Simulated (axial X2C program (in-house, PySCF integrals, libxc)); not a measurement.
# Testing model relations on LiAg⁺

A bond curve at the CCSD(T) level, with spin–orbit coupling, was computed with an axial X2C code built on PySCF integrals (basis Ag dyall-cv3z [12s12p8d5f3g], Li dyall-cv3z [7s8p2d] (cores contracted in-house)) for the state Ω = 1/2 (⟨Sz⟩ = 0.50, ⟨Lz⟩ = 0.00 at HF). Its fit gives Re = 2.7903 Å, ωe = 222.4 cm⁻¹, ωexe = 1.59 cm⁻¹ and αe = 4.282e-03 cm⁻¹; the masses are 106.9051 and 7.0160 u. Two-component means X2C with spin–orbit coupling and atomic mean-field Coulomb and Gaunt terms.

Correlated methods: 11 electrons correlated (number of frozen shells: Ag 4 s, 3 p, 1 d; Li 1 s), 253 virtual spin orbitals or spinors in MP2, 90 natural virtuals in coupled cluster.

(1) Find the reduced mass, Be and the force constant.

(2) Where do the fundamental and the first overtone lie?

(3) Estimate De from a Morse curve and compare with the computed well depth of 0.630 eV to Ag + Li+.

(4) A Morse curve ties αe to the other constants (Pekeris). How well does that hold?

(5) Estimate the centrifugal constant by the Kratzer relation.

One determinant describes the state; a PBE0 search over occupations chose it and may have missed a lower one. De is counted from the lowest determinant-based energies of the atoms at the same level, without counterpoise correction. CCSD and (T) use frozen natural virtuals with an MP2 correction for the truncation; (T) itself is uncorrected, so its De runs slightly low.

Results:

(1) From the CCSD(T) values: μ = 6.5839 u. Be = 16.8576/(μ Re²) = 0.3289 cm⁻¹. k = 5.8918×10⁻⁷ μ ωe² = 0.192 mdyn/Å.

(2) ν(1←0) = ωe − 2ωexe = 219.2 cm⁻¹; ν(2←0) = 2ωe − 6ωexe = 435.3 cm⁻¹.

(3) De(Morse) = ωe²/(4ωexe) = 0.964 eV against 0.630 eV computed, a ratio of 1.53. The extrapolation overshoots: the well softens faster than a Morse curve, or the lowest atomic limit lies below the one to which the curve heads.

(4) αe(Morse) = 6Be²/ωe × (√(ωexe/Be) − 1) = 3.498e-03 cm⁻¹; the CCSD(T) curve gives 4.282e-03 cm⁻¹, a ratio of 0.82.

(5) D = 4Be³/ωe² = 2.88e-06 cm⁻¹.
